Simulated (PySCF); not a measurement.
SMILES C[SiH2]O[SiH2]OB(C)C (C3H13BO2Si2), singlet (GFN2-xTB optimised geometry):

```
21

Si    -0.449    -2.803    -2.816
C     -0.546    -1.080    -3.604
O      0.292    -2.724    -1.371
Si     0.716    -1.980     0.000
O      0.093    -0.500     0.000
B      0.023     0.817    -0.129
C      1.349     1.697    -0.226
C     -1.408     1.516    -0.194
H     -1.788    -3.347    -2.575
H      0.398    -3.714    -3.588
H      0.446    -0.673    -3.784
H     -1.070    -1.101    -4.555
H     -1.066    -0.383    -2.952
H      0.067    -2.661     1.113
H      2.177    -1.980     0.000
H      2.212     1.186     0.193
H      1.574     1.901    -1.271
H      1.248     2.661     0.265
H     -1.453     2.281    -0.966
H     -2.212     0.805    -0.369
H     -1.620     2.017     0.749
```

Level of theory: PySCF 2.14.0 with B3LYP/def2-SVP.

**Question.** What are the frontier orbital energies and the dipole moment?

**Answer.** HOMO-2 -8.37 eV, HOMO-1 -8.13 eV, HOMO -7.47 eV, LUMO 0.18 eV, LUMO+1 1.00 eV; dipole moment 0.90 D.

On the same geometry PBE/def2-SVP in PySCF gives HOMO-2 -7.20 eV, HOMO-1 -6.90 eV, HOMO -6.26 eV, LUMO -0.65 eV, LUMO+1 0.36 eV; dipole moment 0.95 D.

Meta-Löwdin charges at B3LYP/def2-SVP: Si1 0.90, C2 -0.55, O3 -0.81, Si4 1.11, O5 -0.57, B6 0.37, C7 -0.43, C8 -0.42, H9 -0.14, H10 -0.13, H11 0.11, H12 0.11, H13 0.11, H14 -0.14, H15 -0.15, H16 0.10, H17 0.11, H18 0.10, H19 0.10, H20 0.10, H21 0.11.
